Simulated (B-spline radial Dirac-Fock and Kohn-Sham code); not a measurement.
L3 edges in EELS at 60 kV and 20 mrad, Mg to Ag

Method: the first Born approximation with generalised oscillator strengths from a Dirac-Hartree-Slater potential (longitudinal and transverse terms; continuum final states only, so no white lines or fine structure). Computed with a radial B-spline solver. Partial cross sections in barn for windows above the edge. Edges are tabulated values, any marked * orbital energies of the model.

```csv
Z,element,edge (eV),Δ = 50 eV,Δ = 100 eV,Δ = 200 eV
12,Mg,55.13*,177000,250000,283000
13,Al,72.50,114000,167000,197000
14,Si,99.20,75600,114000,140000
16,S,162.5,37700,58400,75700
17,Cl,200.0,27800,43200,57200
18,Ar,248.4,20700,32100,43300
19,K,294.6,15500,23400,31800
21,Sc,398.7,6120,10400,15400
23,V,512.1,3320,5820,9000
24,Cr,574.1,2740,4750,7370
28,Ni,852.7,851,1610,2710
29,Cu,932.7,719,1350,2270
30,Zn,1021.8,511,996,1730
31,Ga,1116.4,383,757,1330
34,Se,1433.9,181,354,635
35,Br,1550.0,145,280,502
36,Kr,1678.4,117,222,397
38,Sr,1940.0,72.2,136,244
40,Zr,2223.0,43.5,83.3,152
42,Mo,2520.0,27.7,53.2,97.8
46,Pd,3173.0,11.4,22.5,42.2
47,Ag,3351.0,8.81,17.8,33.8
```
